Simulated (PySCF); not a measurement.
Gas-phase reaction: SnO2 + 4 F = SnF4 + O2

Energies from PySCF (xtb for GFN2), thermal terms from the rigid-rotor harmonic-oscillator model, ideal gas at 1 bar. † marks an energy on the PBE0/def2-TZVP geometry and frequencies; other levels use their own. Open shells (unrestricted): F (multiplicity 2, electronic degeneracy 6), O2 (multiplicity 3); the rest are closed-shell singlets. GFN2 has no spin-polarisation term. Spin-orbit splitting is ignored; it lowers the true energy and changes the entropy of F. B3LYP is the form with VWN-RPA correlation. Sn: scalar-relativistic def2 core potential, no spin-orbit coupling. SnO2: computed as isolated molecules; such fragments, hydroxides, amides, oligomers or adducts are transient or little studied in the gas. The harmonic model lacks anharmonicity and excited electronic states, which grow with temperature; levels with a mode under 35 cm⁻¹ are left out.

```json
[
 {"level": "B3LYP/def2-TZVP†", "ΔE electronic, kJ": "-1415", "ΔH°(298 K), kJ": "-1405", "ΔS°(298 K), J/K": "-368", "ΔG°(1400 K), kJ": "-879"},
 {"level": "GFN2-xTB", "ΔE electronic, kJ": "-920", "ΔH°(298 K), kJ": "-914", "ΔS°(298 K), J/K": "-339", "ΔG°(1400 K), kJ": "-434"},
 {"level": "PBE/def2-TZVP†", "ΔE electronic, kJ": "-1481", "ΔH°(298 K), kJ": "-1470", "ΔS°(298 K), J/K": "-368", "ΔG°(1400 K), kJ": "-945"},
 {"level": "PBE0/def2-SVP†", "ΔE electronic, kJ": "-1447", "ΔH°(298 K), kJ": "-1437", "ΔS°(298 K), J/K": "-368", "ΔG°(1400 K), kJ": "-911"},
 {"level": "r2SCAN/def2-TZVP†", "ΔE electronic, kJ": "-1458", "ΔH°(298 K), kJ": "-1447", "ΔS°(298 K), J/K": "-368", "ΔG°(1400 K), kJ": "-922"},
 {"level": "LDA/def2-TZVP†", "ΔE electronic, kJ": "-1723", "ΔH°(298 K), kJ": "-1713", "ΔS°(298 K), J/K": "-368", "ΔG°(1400 K), kJ": "-1187"},
 {"level": "ωB97M-V/def2-TZVP†", "ΔE electronic, kJ": "-1464", "ΔH°(298 K), kJ": "-1454", "ΔS°(298 K), J/K": "-368", "ΔG°(1400 K), kJ": "-928"},
 {"level": "ωB97X-V/def2-TZVP†", "ΔE electronic, kJ": "-1484", "ΔH°(298 K), kJ": "-1474", "ΔS°(298 K), J/K": "-368", "ΔG°(1400 K), kJ": "-948"}
]
```
ΔH° is lowest at LDA/def2-TZVP† and highest at GFN2-xTB. No reference value is set beside these.
